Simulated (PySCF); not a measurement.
**Calcium: a sound run and one with changed settings**

Sound run: Ca(2+) [Ar], Ca(3+) [Ne] 3s2 3p5. Calculation: PySCF 2.14, in x2c-TZVPall (6s5p3d, 36 functions); scalar relativity by spin-free X2C-1e. The sound run starts from symmetry-adapted Hartree-Fock orbitals and uses a fine grid where one is needed.

Changed run: 26 angular points. This setting is unsound on purpose.

```csv
species,method,sound run (hartree),changed run (hartree),converged
Ca(2+),UHF,-679.01393,-679.01393,yes
Ca(2+),BP86,-679.84998,-679.84998,yes
Ca(2+),LDA,-677.89991,-677.89991,yes
Ca(3+),UHF,-677.18557,-677.18557,yes
Ca(3+),BP86,-677.97726,-677.97707,yes
Ca(3+),LDA,-676.02059,-676.02074,yes
```

Ionisation energy of Ca(2+):

| method | sound run (eV) | changed run (eV) |
| --- | --- | --- |
| UHF | 49.752 | 49.752 |
| BP86 | 50.959 | 50.964 |
| LDA | 51.139 | 51.135 |

A coarse angular grid integrates products of high-l functions wrongly, so density functionals can shift, and the SCF can exploit the error; Hartree-Fock and MP2 need no grid.

For comparison, NIST gives 50.913 eV between the lowest levels.
